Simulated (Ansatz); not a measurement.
Species: AlBr2, SMILES `[Br][Al][Br]` (charge 0, multiplicity 2), formula AlBr$_{2}$.

Task: How many basis functions does frozen-core CCSD(T)/cc-pVTZ // PBE0-D4/def2-TZVP in Ansatz (a first-principles code) use, how many core orbitals are frozen, and how many electrons are correlated?

Result: 120 basis functions and 23 frozen orbitals, which leaves 37 correlated electrons (filled d shells below the valence shell are correlated). Core time is of the order of seconds.
